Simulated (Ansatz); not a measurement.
Reaction (redistribution): `[OH][GeH]([OH])[O][SiH3]` + `[CH3][MgH]` → `[OH][GeH2][O][SiH3]` + `[CH3][Mg][OH]`

Gas-phase electronic energies from Ansatz, PBE0-D4/def2-TZVP geometries. CCSD(T)/CBS adds triple-zeta CCSD(T) − MP2 to the extrapolated MP2 energy (def2 sets, frozen cores). Functionals use def2-TZVPP. B3LYP here is the variant with VWN-RPA as its local correlation; programs differ in this. For Ge, Mg outer-core shells are correlated without core-valence functions, which leaves a few kJ/mol of doubt a bond. Scalar relativity is left out up to krypton. Each species was taken in one conformer, which may not be the lowest.

Problem. Is it downhill or uphill in electronic energy at CCSD(T)/CBS, and by how much? (An estimate is asked.)

Solution. Ansatz gave: Downhill: ΔE = -0.83 eV.

Problem. What do these levels give: r2SCAN-D4, PBE0-D4, B3LYP-D4, ωB97X-V, HF/CBS(def2), CCSD/CBS(def2)? (An estimate is asked.)

Solution. Ansatz gave: r2SCAN-D4 -0.75, PBE0-D4 -0.71, B3LYP-D4 -0.76, ωB97X-V -0.71, HF/CBS(def2) -0.69, CCSD/CBS(def2) -0.84 eV.

Largest T1 diagnostic among the species: 0.012.

The D4 term adds +0.05 eV with B3LYP and +0.03 eV with PBE0; it sums over pairs of atoms, weighted by their polarisabilities, and B3LYP, whose exchange is more repulsive, gets the larger term. In def2-TZVPP, CCSD(T) changes the Hartree–Fock value by −0.04 eV (the triples alone add +0.02 eV) and MP2 by −0.12 eV.
